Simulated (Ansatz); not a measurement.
CH4ClFSi2, SMILES `F[Si]1(Cl)C[SiH2]1`, relaxed with RKS PBE0-D4/def2-TZVP in Ansatz 0.2.0 from a PBE-D4/def2-SVP geometry. The force threshold is 0.005 eV/Å; the program also tests the step.

Total charge 0; spin multiplicity 1.

Start:

```xyz
9

F     1.455   -1.604    1.297
Si    0.723   -0.939   -0.008
Cl    1.571   -1.726   -1.721
C     0.439    0.908    0.050
Si   -1.319    0.021    0.061
H     0.691    1.536   -0.826
H     0.697    1.426    0.996
H    -2.107    0.179    1.327
H    -2.150    0.199   -1.175
```

Problem. By how much does the energy fall, and how many steps does the optimiser take? (Best estimate.)

Solution. The calculation gave: 1.76 kcal/mol, in 7 steps.

Problem. Which bonds change most? (Best estimate.)

Solution. The calculation gave: F1–Si2 from 1.637 to 1.590 Å; Si2–Cl3 from 2.067 to 2.036 Å; C4–Si5 from 1.970 to 1.941 Å; Si2–Si5 from 2.257 to 2.231 Å.

Problem. Give the relaxed structure. (Estimate.)

Solution. Computed: 
```xyz
9

F     1.442   -1.584    1.258
Si    0.715   -0.931    0.002
Cl    1.549   -1.695   -1.691
C     0.434    0.895    0.053
Si   -1.300    0.022    0.062
H     0.688    1.504   -0.813
H     0.679    1.410    0.982
H    -2.085    0.188    1.308
H    -2.122    0.191   -1.160
```
